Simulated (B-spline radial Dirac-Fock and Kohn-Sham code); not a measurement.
## Dipole and non-dipole photoemission parameters of Ba⁺ 4s

System: the Ba⁺ ion, [Xe] 6s1; threshold 262.1 eV (orbital energy of the model). Calculated with a radial finite-basis atomic code, using Dirac-Hartree-Slater photoionisation with a Latter tail; cross sections with all multipoles, angular parameters from the dipole term and its interference with E2.

Input of the calculation (task.json; shells as n, l, electrons):

```json
{"items": [{
  "Z": 56,
  "q": 1,
  "cfg": [[1, 0, 2], [2, 0, 2], [2, 1, 6], [3, 0, 2], [3, 1, 6], [3, 2, 10], [4, 0, 2], [4, 1, 6], [4, 2, 10], [5, 0, 2], [5, 1, 6], [6, 0, 1]],
  "A": 138,
  "rrms": 4.8378,
  "do": "xps",
  "hv": [60, 70.1, 84.6, 94.6, 95.9, 125.0, 150, 258.0, 342.0, 407.0, 444.0, 600, 759.0, 1110.0, 1253.6, 1260.0, 1700.0, 1990.0, 2000, 2430.0, 2860.0, 2984.4, 3520.0, 4000, 4480.0, 4840.0, 6280.0, 9090.0, 10700.0, 12000]
}]}
```

Command: `python xray2_run.py task.json out`

For linearly polarised light dσ/dΩ = σ/(4π) [1 + β P₂(cos θ) + (δ + γ cos²θ) sin θ cos φ], with θ from the polarisation vector and φ the angle between the beam and the projection of the electron momentum on the plane normal to the polarisation.

```csv
hν (eV),σ (kb),β,γ
342,118,1.949,0.397
407,99.1,1.958,0.424
444,90.3,1.962,0.428
600,62.1,1.970,0.410
759,44.9,1.975,0.367
1110,25.0,1.979,0.260
1253.6,20.5,1.980,0.217
1260,20.3,1.980,0.216
1700,12.3,1.983,0.106
1990,9.38,1.984,0.048
2000,9.30,1.984,0.046
2430,6.56,1.985,-0.019
2860,4.88,1.985,-0.064
2984.4,4.51,1.986,-0.074
3520,?,?,?
4000,2.62,1.986,-0.115
4480,2.11,1.987,-0.114
4840,1.82,1.987,-0.106
6280,1.09,1.987,-0.038
9090,0.514,1.987,0.187
10700,0.366,1.987,0.341
12000,0.286,1.987,0.472
```

Q: Give the values at 3520 eV.

A: σ = 3.32 kb, β = 1.986, γ = -0.104. For an s subshell δ is negligible.
